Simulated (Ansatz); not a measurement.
Z-matrix (Å, degrees):
```
Si
O 1 1.633
H 1 1.492 2 111.3
H 1 1.489 2 111.0 3 120.4
H 1 1.487 2 108.9 3 -119.7
In 2 1.963 1 136.8 3 -32.1
O 6 1.968 2 115.6 1 -7.1
S 6 2.343 2 123.1 1 172.9
Si 7 1.632 6 136.9 2 -6.7
H 8 1.345 6 91.8 2 179.7
H 9 1.487 7 108.9 6 -151.8
H 9 1.489 7 111.1 6 88.3
H 9 1.492 7 111.3 6 -32.1
```

The species carries charge 0 and has multiplicity 1. In: def2 effective core potential.

Q: List the PBE/def2-TZVPP orbital energies in eV (Ansatz 0.2.0). (Estimate.)

A: Ansatz gave: Occupied: -2396.60, -1779.80, -1779.79, -510.16, -510.13, -209.53, -155.66, -155.61, -155.44, -137.47, -137.46, -122.84, -94.24, -94.23, -94.19, -94.18, -94.18, -94.17, -80.60, -80.34, -80.31, -24.08, -24.03, -20.13, -19.70, -19.67, -19.62, -19.38, -18.12, -13.24, -12.86, -11.28, -10.54, -9.80, -9.29, -9.18, -8.91, -8.79, -8.37, -7.55, -7.40, -7.01, -6.98, -6.92. Lowest empty: -3.13, -1.83, -0.89, -0.49, -0.43, 0.67, 0.76, 0.85.
